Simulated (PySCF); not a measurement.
## Static response to an electric field

Compound: C₆H₁₀N₂.
Cartesian coordinates in Å at the GFN2-xTB level; atoms count from 1:
```xyz
18
C6H10N2 angstrom
C      2.744   -0.677   -1.185
C      2.189    0.397   -0.631
N      0.964    0.438   -0.030
C      0.036   -0.686    0.090
C     -1.197   -0.051    0.757
C     -2.458   -0.127   -0.103
C     -0.711    1.372    0.925
N      0.460    1.573    0.468
H      2.260   -1.637   -1.207
H      3.716   -0.614   -1.636
H      2.688    1.356   -0.615
H      0.489   -1.477    0.695
H     -0.192   -1.087   -0.903
H     -1.405   -0.502    1.732
H     -2.281    0.331   -1.074
H     -3.277    0.398    0.382
H     -2.751   -1.164   -0.253
H     -1.283    2.164    1.365
```

Level: CAM-B3LYP/def2-SVPD (PySCF), static field, nuclei fixed, core orbitals frozen in the response. The polarisability tensor in these axes (au):

```
x   114.83 -11.45 -21.27
y   -11.45  83.41  11.40
z   -21.27  11.40  74.65
```

Problem. Diagonalise the tensor; give its mean and Δα, where Δα² is half the sum of the squared differences of the eigenvalues.

Solution. Principal values 63.32, 80.55 and 129.00 au; mean 90.96 au = 13.48 Å³ = 15.00 × 10⁻⁴⁰ C²·m²/J; Δα = 58.99 au (65 % of the mean).

Problem. What is the dipole moment, and where does it point?

Solution. (-2.23, -1.36, 0.57) D, 2.68 D in size, pointing from the negative to the positive side. Measured along this direction, the outermost atoms are H10 and H11 at the negative end and H17 at the positive end.

Problem. What molar refraction does this α imply?

Solution. Lorentz–Lorenz: R = (4π/3)N_A α = 2.5225 cm³/(mol·Å³) × 13.48 Å³ = 34.0 cm³/mol, in the limit of long wavelengths.

Problem. In a dilute gas of rigid molecules at 350 K, how does the orientational term μ²/3kT compare with the electronic polarisability?

Solution. In Gaussian units μ²/3kT = 49.37 Å³ against 13.48 Å³, a ratio of 3.66; the Debye molar polarisation (4π/3)N_A(α + μ²/3kT) is 158.5 cm³/mol, leaving out the vibrational part.

Problem. Give the eigenvalues of the traceless quadrupole moment Θ = ½Σq(3rr − r²1), origin at the centre of nuclear charge.

Solution. -2.56, -1.16, 3.72 D·Å. The values depend on the origin, since the dipole doesn't vanish. The electronic extent ⟨r²⟩ about the same centre is 1050 bohr², a root-mean-square distance of 2.21 Å for the 60 electrons.

Problem. Along which axes do the principal values lie, and how far do the nuclei extend along each?

Solution. Largest value along (0.86, -0.32, -0.40), where the nuclei span 7.14 Å; middle along (0.42, 0.89, 0.20), 4.44 Å; least along (0.29, -0.34, 0.89), 3.05 Å. The response follows the extents in order.

Isolated species at its GFN2-xTB geometry (one conformer only).

These values come from a run that also computed excited states. The run took 61 s of wall time on an Arm Neoverse V1 with one thread (shared host), and the process peaked at 1.1 GiB of memory.
